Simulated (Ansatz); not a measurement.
Input file for Ansatz (a program for electronic structure): R-B3LYP/def2-TZVPP on CH4OSi (SMILES C[Si]O), a point of a torsion scan.

Ansatz 0.2 input:
```yaml
crystal:
  periodic: [false, false, false]
  atoms:
    - {symbol: C, position_ang: [0.87738962, -0.05244808, 0.04906461]}
    - {symbol: Si, position_ang: [-0.56910925, 1.19234156, -0.20030456]}
    - {symbol: O, position_ang: [-1.36621703, 1.14615309, 1.21674130]}
    - {symbol: H, position_ang: [0.64094932, -1.01020358, -0.41638384]}
    - {symbol: H, position_ang: [1.78936240, 0.30412895, -0.42706604]}
    - {symbol: H, position_ang: [1.11074412, -0.24680027, 1.09975620]}
    - {symbol: H, position_ang: [-1.14745868, 0.61346591, 1.98547387]}
basis:
  gaussian:
    orbitals: def2-TZVPP
hamiltonian:
  xc: {name: B3LYP}
scf: {lower_state_search: off}
```

Program output:

```
WARN ansatz: RAYON_NUM_THREADS=1 ignored (pool sized by the plan → 1); use --threads N
Functional definition: B3LYP
these checks for a lower state are left out or cut short: stability, starts, cluster_reference, orbital_swaps, neighbouring_geometries, increment
integrals: 0.06 GiB planned
858 factors; their error is unknown
mean field: 0.58 GiB planned
mean field evaluation 1: about -11017.7035 eV, gradient 7.8e1 eV
mean field evaluation 2: about -10996.4171 eV, gradient 1.2e2 eV
mean field evaluation 4: about -11029.1643 eV, gradient 8.4e0 eV
mean field evaluation 8: about -11029.3201 eV, gradient 4.6e-2 eV
mean field evaluation 16: about -11029.3291 eV, gradient 1.6e-5 eV
mean field -11029.32910178 eV, -405.3203685426 hartree, gradient 4.9e-6 eV, S^2 0.000000; 0 other end points of the search recorded, 0 dependent functions left out
reference -11029.32932831 eV, -405.3203768675 hartree; 16, 16 occupied and 144, 144 virtual orbitals, 858 factors
Total energy: -11029.32932831 eV, -405.3203768675 hartree
Checks for a lower state left out: stability, starts, cluster_reference, orbital_swaps, neighbouring_geometries, increment
```

The run converged.

Cost: about 2.0 core-seconds (a rough figure).
